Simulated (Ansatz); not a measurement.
The same path of CH6Sn + ClH (10 atoms, charge 0, multiplicity 1) was run twice with different band settings. Lost on the way: Sn1–C2, H6–Cl7. Made: Sn1–Cl7, C2–H6.

The calculation used RKS B3LYP-D4/def2-SVP (Ansatz).

Relaxed end points:

```xyz
10
Properties=species:S:1:pos:R:3
Sn -0.761 -0.787 -0.420
C 1.245 -0.525 0.351
H -0.864 -2.156 -1.458
H -1.908 -0.937 0.850
H -1.185 0.612 -1.354
H -0.804 2.296 -0.249
Cl -0.474 2.926 0.833
H 1.305 0.454 0.847
H 1.477 -1.319 1.075
H 1.970 -0.563 -0.474
```

```xyz
10
Properties=species:S:1:pos:R:3
Sn -1.798 -0.122 -0.762
C 1.760 -0.061 0.740
H -0.547 -0.783 -1.726
H -1.865 -0.801 0.809
H -3.319 -0.167 -1.552
H 1.181 0.868 0.634
Cl -1.275 2.181 -0.469
H 2.580 0.097 1.454
H 1.109 -0.866 1.111
H 2.175 -0.346 -0.237
```

Common settings: spring 5.0 eV/Å²; optimiser quadratic models (default); start path through a guess of the saddle point; force threshold 0.05 eV/Å; iteration limit 60; end points relaxed.

| run | movable images | climbing image |
| --- | --- | --- |
| 1 | 7 | yes |
| 2 | 2 | no |

(1) What does each run give, and how far can it be trusted?

## Answers

(1) Run 1: converged after 24 iterations, highest image 1.344 eV above the first end. Neighbouring images differ by up to 1.7 eV, so the band resolves the path poorly. A vibrational analysis at the climbing image gives one clearly imaginary mode, 1135i cm⁻¹: a first-order saddle point.
Run 2: converged after 13 iterations, highest image 0.118 eV above the first end. Neighbouring images differ by up to 1.3 eV, so the band resolves the path poorly. No image climbed, so the highest image needn't sit at the top of the path. A band with more images between the same ends climbed to 1.34 eV, so this one has probably stepped over the top. So few images can step over the top or miss a turn of the path.
The orbitals stay closed-shell, which can raise the energy where a bond breaks towards radicals; this wasn't checked here.
